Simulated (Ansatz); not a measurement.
Basis sets compared for Ba2Se (the lowest singlet isomer of a short search). The state is a singlet with charge 0. Geometry PBE-D4/def2-TZVP. Ansatz on 4 threads of Arm Neoverse V1 on a shared host; times are rough, and most runs start from earlier orbitals.

Cartesian coordinates in Å:
```
Ba -1.4111 1.0598 1.1823
Ba 0.6805 -1.9642 -0.4369
Se 0.7306 0.9045 -0.7454
```

In the def2 sets Ba takes a core potential; there is no spin–orbit coupling. The structure comes from a short search, and lower isomers may exist.

Binding counts from free atoms (Ba singlet, Se triplet) in the same basis, without a counterpoise term.

```tsv
level	functions	energy (Eh)	HOMO (eV)	LUMO (eV)	binding per atom (eV)	wall time
PBE-D4/def2-SVP	92	-2451.9499	-2.84	-1.96	2.17	1.4 s
PBE-D4/def2-TZVP	128	-2452.2980	-2.84	-1.98	2.17	1.9 s
PBE0-D4/def2-SVP	92	-2451.9817	-3.21	-1.58	2.09	1.7 s
PBE0-D4/def2-TZVP	128	-2452.3300	-3.20	-1.60	2.11	2.5 s
```

Task: Estimate the rows for PBE-D4/def2-TZVPD, PBE0-D4/def2-TZVPD.

Result: 
```tsv
level	functions	energy (Eh)	HOMO (eV)	LUMO (eV)	binding per atom (eV)	wall time
PBE-D4/def2-TZVPD	137	-2452.2984	-2.84	-1.98	2.17	1.9 s
PBE0-D4/def2-TZVPD	137	-2452.3305	-3.20	-1.61	2.11	2.1 s
```
